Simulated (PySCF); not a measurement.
BeTl: energy against distance

Set-up: PySCF, scalar-relativistic core potentials, basis sets Be aug-cc-pVDZ, Tl aug-cc-pVDZ-PP with ECP60. Energies in eV from Be + Tl in their ground configurations at the same level. State: ²Π (doublet), unpaired electrons π ↑.

All columns are TPSS. A positive dipole means Be(−)Tl(+).

| R (Å) | E (eV) | μ (D) | Mulliken charge on Be (basis-dependent) | HOMO (eV) | LUMO (eV) | Mayer bond order | ⟨S²⟩ |
| --- | --- | --- | --- | --- | --- | --- | --- |
| 2.239 | -0.416 | 0.75 | -0.34 | -3.64 | -3.29 | 1.22 | 0.76 |
| 2.343 | -0.580 | 0.83 | -0.34 | -3.54 | -3.18 | 1.12 | 0.75 |
| 2.447 | -0.668 | 0.92 | -0.34 | -3.44 | -3.08 | 1.03 | 0.75 |
| 2.525 | -0.698 | 1.00 | -0.35 | -3.38 | -3.02 | 0.96 | 0.75 |
| 2.603 | -0.705 | 1.07 | -0.35 | -3.32 | -2.96 | 0.90 | 0.75 |
| 2.681 | -0.695 | 1.14 | -0.35 | -3.27 | -2.91 | 0.84 | 0.75 |
| 2.785 | -0.664 | 1.23 | -0.34 | -3.20 | -2.86 | 0.77 | 0.75 |
| 2.915 | -0.605 | 1.30 | -0.32 | -3.14 | -2.82 | 0.69 | 0.75 |
| 3.071 | -0.521 | 1.34 | -0.30 | -3.07 | -2.84 | 0.60 | 0.75 |
| 3.280 | -0.408 | 1.30 | -0.25 | -3.00 | -2.86 | 0.49 | 0.75 |

A fit through these points gives, at Re = 2.594 Å, μ = 1.06 D and dμ/dR = 0.953 D/Å; the reduced mass is 8.633 u.

Task: How strong is the fundamental in the double-harmonic approximation, I = 42.26·(dμ/dR)²/μred km/mol?

Result: I = 42.26·(0.953)²/8.633 = 4.45 km/mol at TPSS.

Spin–orbit coupling is left out, which matters for elements this heavy, above all for dissociation energies. The state is the lowest determinant that a PBE0 search found; another state may lie lower at other levels.
